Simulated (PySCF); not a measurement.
C2H6N, SMILES CC[NH], multiplicity 2. Atoms are numbered in the order given.

```xyz
9

C      0.2020     1.2148     0.0000
C     -0.4971    -0.1357     0.0000
N      0.4376    -1.2278     0.0000
H     -0.5225     2.0313     0.0000
H      0.8359     1.3152    -0.8821
H      0.8359     1.3152     0.8821
H     -1.1672    -0.2228     0.8720
H     -1.1672    -0.2228    -0.8720
H     -0.1080    -2.0963     0.0000
```
Charge 0, spin multiplicity 2.

The structure is a stationary point at B3LYP-D3(BJ)/def2-TZVP. The isomer is the one that the SMILES or the coordinates give; other isomers of the formula were not compared. The values are those of a single conformer.

Two levels are set side by side: PBE/pcH-1 (PySCF) and B3LYP/pcH-1 (PySCF). Contact hyperfine couplings, same geometry. Differences are taken from unrounded values.

```csv
quantity,B3LYP
"A(iso) of 13C, atom C1 (MHz)",-2.9
"A(iso) of 13C, atom C2 (MHz)",-33.9
"A(iso) of 14N, atom N3 (MHz)",31.2
"A(iso) of 1H, atom H4 (MHz)",-3.0
"A(iso) of 1H, atom H5 (MHz)",-0.6
"A(iso) of 1H, atom H6 (MHz)",-0.6
"A(iso) of 1H, atom H7 (MHz)",142.9
"A(iso) of 1H, atom H8 (MHz)",142.9
"A(iso) of 1H, atom H9 (MHz)",-59.4
```

### Question
What does PBE give, and how far is it from B3LYP? (An estimate is asked for; the answer gives what the named calculation found.)

### Answer

```json
[
 {"quantity": "A(iso) of 13C, atom C1 (MHz)", "PBE": "-3.5", "PBE minus B3LYP": "-0.6"},
 {"quantity": "A(iso) of 13C, atom C2 (MHz)", "PBE": "-31.3", "PBE minus B3LYP": "2.7"},
 {"quantity": "A(iso) of 14N, atom N3 (MHz)", "PBE": "21.7", "PBE minus B3LYP": "-9.5"},
 {"quantity": "A(iso) of 1H, atom H4 (MHz)", "PBE": "-2.8", "PBE minus B3LYP": "0.2"},
 {"quantity": "A(iso) of 1H, atom H5 (MHz)", "PBE": "0.3", "PBE minus B3LYP": "0.9"},
 {"quantity": "A(iso) of 1H, atom H6 (MHz)", "PBE": "0.3", "PBE minus B3LYP": "0.9"},
 {"quantity": "A(iso) of 1H, atom H7 (MHz)", "PBE": "147.9", "PBE minus B3LYP": "5.0"},
 {"quantity": "A(iso) of 1H, atom H8 (MHz)", "PBE": "147.9", "PBE minus B3LYP": "5.0"},
 {"quantity": "A(iso) of 1H, atom H9 (MHz)", "PBE": "-54.0", "PBE minus B3LYP": "5.3"}
]
```

Rough cost on one machine, each run with all the roots and properties that it gave: B3LYP against PBE within a factor of 2.
